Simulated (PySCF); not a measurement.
**Correlation energy of Ar(3+) (argon, charge +3)**

[Ne] 3s2 3p3, high-spin 4S determinant. Computed with PySCF 2.14 in def2-QZVPPD (10s7p5d2f1g, 79 functions), with the non-relativistic Hamiltonian (point nucleus). Frozen: 1s2; 13 electrons correlated.

| level | correlation energy (mhartree) |
| --- | --- |
| CCSD | -307.70 |
| (T) | -5.28 |
| CCSD(T) | -312.98 |

Diagnostics: T1 = 0.0025, D1 = 0.0103, largest double amplitude 0.056.

Cost of the coupled-cluster step: about 60 core-seconds, for 13 correlated electrons.

This basis was not built for core-valence correlation, so the inner-shell part is incomplete.
